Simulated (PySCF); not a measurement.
Al(OH)3 cation (AlH3O3), SMILES [OH][Al]([OH])[OH] (connectivity only; charge and spin as stated), charge +1, multiplicity 2.

Geometry: r2SCAN-D4/def2-SVP. The multiplicity is an assumed one; other spin states were not compared. The isomer is the one that the SMILES or the coordinates give; other isomers of the formula were not compared. Other conformers were not sampled.

Computed with TDA-PBE/def2-SVPD (PySCF).

Vertical excitations; the highest root listed may be one member of a degenerate set. The molecule is in vacuum.

Question: Estimate the UV-visible absorptions. (Estimate from the structure and the level; the computed values follow.)

Answer: 
| state | energy (eV) | λ (nm) | f | main pairs |
|---|---|---|---|---|
| root 1 | 0.63 | 1973 | 0.000 | β HOMO→LUMO (degenerate set) |
| root 2 | 0.63 | 1972 | 0.000 | β HOMO−1→LUMO (degenerate set) |
| root 3 | 1.28 | 966 | 0.000 | β HOMO−4→LUMO 100 % |
| root 4 | 2.95 | 420 | 0.204 | β HOMO−3→LUMO (degenerate set) |
| root 5 | 2.95 | 420 | 0.204 | β HOMO−2→LUMO (degenerate set) |
| root 6 | 5.97 | 208 | 0.001 | β HOMO−5→LUMO (degenerate set) |
| root 7 | 5.97 | 208 | 0.001 | β HOMO−6→LUMO (degenerate set) |
| root 8 | 6.92 | 179 | 0.000 | α HOMO→LUMO, β HOMO→LUMO+1 (degenerate set) |
| root 9 | 6.92 | 179 | 0.000 | α HOMO−1→LUMO, β HOMO−1→LUMO+1 (degenerate set) |
| root 10 | 7.13 | 174 | 0.000 | α HOMO−2→LUMO 5 %, β HOMO−7→LUMO 95 % |
Unrestricted roots are not spin-pure.
